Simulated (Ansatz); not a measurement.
Consider the ligand exchange at the Si–N bond: `C[SiH](C)[N]([GeH3])[SiH2]Cl` + `[NH2][GaH2]` → `C[SiH](C)[NH][GaH2]` + `Cl[SiH2][NH][GeH3]`.

Computed with Ansatz on PBE0-D4/def2-TZVP structures; ΔE is electronic, products minus reactants. CCSD(T)/CBS is the MP2 limit (def2-TZVPP, def2-QZVPP) plus CCSD(T) − MP2 in def2-TZVPP, frozen cores. For Ga, Ge outer-core shells are correlated without core-valence functions, which leaves a few kJ/mol of doubt a bond. Scalar relativity is left out up to krypton. Each species was taken in one conformer, which may not be the lowest.

```json
{"species": "`C[SiH](C)[N]([GeH3])[SiH2]Cl`", "CCSD/def2-SVP energy (Eh)": "-3250.45906"}
{"species": "`[NH2][GaH2]`", "CCSD/def2-SVP energy (Eh)": "-1980.14865"}
{"species": "`C[SiH](C)[NH][GaH2]`", "CCSD/def2-SVP energy (Eh)": "-2348.64096"}
{"species": "`Cl[SiH2][NH][GeH3]`", "CCSD/def2-SVP energy (Eh)": "-2881.96330"}
```

(1) Work out ΔE.

Largest T1 diagnostic among the species: 0.014.

## Answers

(1) ΔE = (-2348.64096) + (-2881.96330) − (-3250.45906) − (-1980.14865) = 0.00345 Eh = +9.1 kJ/mol. CCSD(T)/CBS gives +9.4 kJ/mol.

In def2-TZVPP, CCSD(T) changes the Hartree–Fock value by +16.0 kJ/mol (the triples alone add +2.6 kJ/mol) and MP2 by +18.4 kJ/mol. The D4 term adds +14.0 kJ/mol with B3LYP and +8.4 kJ/mol with PBE0; it sums over pairs of atoms, weighted by their polarisabilities, and B3LYP, whose exchange is more repulsive, gets the larger term. Leaving LDA and LC-ωPBE aside and taking each functional with its dispersion term where it has one, the values, not all of them listed here, spread over 9.8 kJ/mol, from B2PLYP to revPBE-D4. LDA lies +9.5 kJ/mol from PBE without D4.

B3LYP here is the variant with VWN-RPA as its local correlation; programs differ in this.
